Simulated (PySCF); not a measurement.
thiophene (C₄H₄S), singlet, at a GFN2-xTB geometry; CCSD(T)/STO-3G (PySCF).

PySCF was given this input:
```python
from pyscf import gto, scf, cc

mol = gto.Mole()
mol.atom = '''
    S     0.008638   -0.007341    1.192886
    C     0.002988    1.225833   -0.005095
    C    -0.003171   -1.225678   -0.020136
    C    -0.007387    0.715073   -1.261196
    C    -0.010941   -0.699498   -1.269875
    H     0.007731    2.253480    0.299008
    H    -0.003601   -2.256990    0.271334
    H    -0.012358    1.318248   -2.151350
    H    -0.018915   -1.291672   -2.167363
'''
mol.basis = 'sto-3g'
mol.charge = 0
mol.spin = 0
mol.verbose = 4
mol.build()

mf = scf.RHF(mol)
mf.kernel()

mycc = cc.CCSD(mf)
mycc.conv_tol = 1e-5
mycc.kernel()
et = mycc.ccsd_t()
print('E(CCSD(T)) = %.10f' % (mycc.e_tot + et))
```

**Question.** What does PySCF print? Leave out banner, timings and long lists.

**Answer.** 
```
PySCF version 2.14.0

[INPUT] verbose = 4
[INPUT] num. atoms = 9
[INPUT] num. electrons = 44
[INPUT] charge = 0
[INPUT] spin (= nelec alpha-beta = 2S) = 0
[INPUT] symmetry False subgroup None
[INPUT] Mole.unit = angstrom
[INPUT] Symbol           X                Y                Z      unit          X                Y                Z       unit  Magmom
[INPUT]  1 S      0.008638000000  -0.007341000000   1.192886000000 AA    0.016323454264  -0.013872479480   2.254227837828 Bohr   0.0
[INPUT]  2 C      0.002988000000   1.225833000000  -0.005095000000 AA    0.005646501660   2.316488644454  -0.009628154605 Bohr   0.0
[INPUT]  3 C     -0.003171000000  -1.225678000000  -0.020136000000 AA   -0.005992321541  -2.316195736905  -0.038051525244 Bohr   0.0
[INPUT]  4 C     -0.007387000000   0.715073000000  -1.261196000000 AA   -0.013959406882   1.351292129071  -2.383315029397 Bohr   0.0
[INPUT]  5 C     -0.010941000000  -0.699498000000  -1.269875000000 AA   -0.020675493529  -1.321859644681  -2.399715962432 Bohr   0.0
[INPUT]  6 H      0.007731000000   2.253480000000   0.299008000000 AA    0.014609472669   4.258460027185   0.565043229054 Bohr   0.0
[INPUT]  7 H     -0.003601000000  -2.256990000000   0.271334000000 AA   -0.006804903775  -4.265092965882   0.512746948283 Bohr   0.0
[INPUT]  8 H     -0.012358000000   1.318248000000  -2.151350000000 AA   -0.023353235447   2.491127684256  -4.065462298083 Bohr   0.0
[INPUT]  9 H     -0.018915000000  -1.291672000000  -2.167363000000 AA   -0.035744169646  -2.440906322769  -4.095722482516 Bohr   0.0

nuclear repulsion = 203.525783892669
number of shells = 21
number of NR pGTOs = 99
number of NR cGTOs = 33
basis = sto-3g
ecp = {}

******** <class 'pyscf.scf.hf.RHF'> ********
method = RHF
initial guess = minao
damping factor = 0
level_shift factor = 0
DIIS = <class 'pyscf.scf.diis.CDIIS'>
diis_start_cycle = 1
diis_space = 8
diis_damp = 0
SCF conv_tol = 1e-09
SCF conv_tol_grad = None
SCF max_cycles = 50
direct_scf = True
direct_scf_tol = 1e-13
Set gradient conv threshold to 3.16228e-05
Initial guess from minao.
init E= -546.451121954302
  HOMO = -0.152807663607001  LUMO = 0.137550710153998  gap/eV = 7.90105
cycle= 1 E= -545.057098224428  delta_E= 1.39  |g|= 0.268  |ddm|= 4.22
  HOMO = -0.251226361754637  LUMO = 0.259125705269206  gap/eV = 13.88739
cycle= 2 E= -545.086948120359  delta_E= -0.0298  |g|= 0.0797  |ddm|= 0.509
  HOMO = -0.250306746565105  LUMO = 0.270804649946909  gap/eV = 14.18016
cycle= 3 E= -545.089413010536  delta_E= -0.00246  |g|= 0.029  |ddm|= 0.159
  HOMO = -0.257143419536976  LUMO = 0.266051867211988  gap/eV = 14.23687
cycle= 4 E= -545.089793273978  delta_E= -0.00038  |g|= 0.00733  |ddm|= 0.0534
  HOMO = -0.257490931954544  LUMO = 0.266445206119046  gap/eV = 14.25703
cycle= 5 E= -545.089828697207  delta_E= -3.54e-05  |g|= 0.00315  |ddm|= 0.0144
  HOMO = -0.25692433725586  LUMO = 0.26727083858146  gap/eV = 14.26408
cycle= 6 E= -545.089844177984  delta_E= -1.55e-05  |g|= 0.00086  |ddm|= 0.0148
  HOMO = -0.257151790159869  LUMO = 0.267153021764873  gap/eV = 14.26706
cycle= 7 E= -545.089845172943  delta_E= -9.95e-07  |g|= 0.000134  |ddm|= 0.00443
  HOMO = -0.257143075440005  LUMO = 0.267169628136686  gap/eV = 14.26728
cycle= 8 E= -545.089845187151  delta_E= -1.42e-08  |g|= 3.04e-05  |ddm|= 0.000465
  HOMO = -0.257142287447379  LUMO = 0.267171557917604  gap/eV = 14.26731
cycle= 9 E= -545.089845187687  delta_E= -5.36e-10  |g|= 5.44e-06  |ddm|= 8.05e-05
  HOMO = -0.257142058377938  LUMO = 0.267171648701103  gap/eV = 14.26730
Extra cycle  E= -545.089845187699  delta_E= -1.24e-11  |g|= 1.94e-06  |ddm|= 9.4e-06
converged SCF energy = -545.089845187699

******** <class 'pyscf.cc.ccsd.CCSD'> ********
CC2 = 0
CCSD nocc = 22, nmo = 33
max_cycle = 50
direct = 0
conv_tol = 1e-05
conv_tol_normt = 1e-05
diis_space = 6
diis_start_cycle = 0
diis_start_energy_diff = 1e+09
Init t2, MP2 energy = -545.359895291873  E_corr(MP2) -0.270050104174305
Init E_corr(CCSD) = -0.270050104176489
cycle = 1  E_corr(CCSD) = -0.300719917029444  dE = -0.0306698129  norm(t1,t2) = 0.0611828
cycle = 2  E_corr(CCSD) = -0.312702573858031  dE = -0.0119826568  norm(t1,t2) = 0.0263698
cycle = 3  E_corr(CCSD) = -0.320186814479791  dE = -0.00748424062  norm(t1,t2) = 0.013653
cycle = 4  E_corr(CCSD) = -0.321496688148637  dE = -0.00130987367  norm(t1,t2) = 0.00449663
cycle = 5  E_corr(CCSD) = -0.321305325777798  dE = 0.000191362371  norm(t1,t2) = 0.00181258
cycle = 6  E_corr(CCSD) = -0.321266470772563  dE = 3.88550052e-05  norm(t1,t2) = 0.000459608
cycle = 7  E_corr(CCSD) = -0.321284557457071  dE = -1.80866845e-05  norm(t1,t2) = 0.000138632
cycle = 8  E_corr(CCSD) = -0.321285580401767  dE = -1.0229447e-06  norm(t1,t2) = 3.83833e-05
cycle = 9  E_corr(CCSD) = -0.32128535070432  dE = 2.29697448e-07  norm(t1,t2) = 1.77076e-05
cycle = 10  E_corr(CCSD) = -0.321285072354701  dE = 2.78349619e-07  norm(t1,t2) = 7.83826e-06
CCSD converged
E(CCSD) = -545.4111302600537  E_corr = -0.3212850723547011
CCSD(T) correction = -0.00620045838105343
E(CCSD(T)) = -545.4173307184
```
